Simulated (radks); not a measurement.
Exchange energies: the exact (Fock) value of the Kohn-Sham orbitals and density-functional approximations, as 100 (|E| - |E exact|)/|E exact|, negative where the magnitude is too small. Species: Tc [Kr] 4d5 5s2; Eu2+ [Xe] 4f7; S13+ [He] 2s1; Tl3+ [Xe] 4f14 5d10. All-electron calculation, non-relativistic Kohn-Sham, PBE, spin-polarised, spherical densities, point nucleus. Program: a radial shooting solver on a logarithmic mesh with Libxc functionals. Every spin shell is full or empty, so the densities are truly spherical. Functionals are evaluated on that one density, not self-consistently.

functional             Tc      Eu2+      S13+      Tl3+
exact (hartree)  -124.292  -230.091  -11.1650  -351.504
LDA                 -5.15     -4.21    -13.20     -3.80
B88                 +0.06     +0.18     -0.38     +0.05
PBE                 -0.40     -0.25     -1.36     -0.36
PBEsol              -2.37     -1.91     -5.61     -1.80
RPBE                -0.18     -0.10     +0.20     -0.24
PW91                +0.03     +0.15     -1.05     +0.03
SOGGA               -2.38     -1.92     -5.78     -1.81
EV93                -0.16     -0.29     +4.15     -0.52
r2SCAN              -0.06     -0.04     -0.27     -0.19
MS2                 -0.50     -0.51     +0.35     -0.68
MVS                 +0.05     +0.15     -0.40     +0.08
